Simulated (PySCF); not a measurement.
Sn³³⁺ (tin, charge +33) across methods

[Ne] 3s2 3p5, 2P determinant. Calculation: PySCF 2.14, in an even-tempered Gaussian basis (16 s from 5 bohr⁻², ratio 2.5; 11 p from 6.5 bohr⁻², ratio 2.5; 5 d from 30 bohr⁻², ratio 2.7; 4 f from 45 bohr⁻², ratio 2.7); the non-relativistic Hamiltonian (point nucleus). The B2PLYP total includes its PT2 part (frozen core); its orbital energies are those of the SCF part.

```
method  E (hartree)  mean ε 3s β (eV)  mean ε 3p α (eV)  mean ε 3p β (eV)  Σ⟨r²⟩ (bohr²)   ⟨S²⟩
B2PLYP     -5193.17           -2217.8           -2128.0           -2120.8         0.8956  0.751
revPBE     -5193.03           -2194.7           -2108.6           -2102.3         0.8949  0.750
  PBE0     -5192.79           -2205.9           -2118.0           -2111.3         0.8953  0.750
r2SCAN     -5193.06           -2198.9           -2111.9           -2104.7         0.8955  0.751
   UHF  -5192.27880           -2238.0           -2144.6           -2136.6         0.8961  0.751
   PBE     -5192.69           -2194.5           -2108.5           -2102.2         0.8951  0.750
   LDA     -5187.48           -2192.8           -2107.4           -2101.1         0.8957  0.750
```

A non-relativistic calculation at this Z misses sizeable relativistic shifts. Spin-orbit coupling, absent here, splits the open shell strongly.
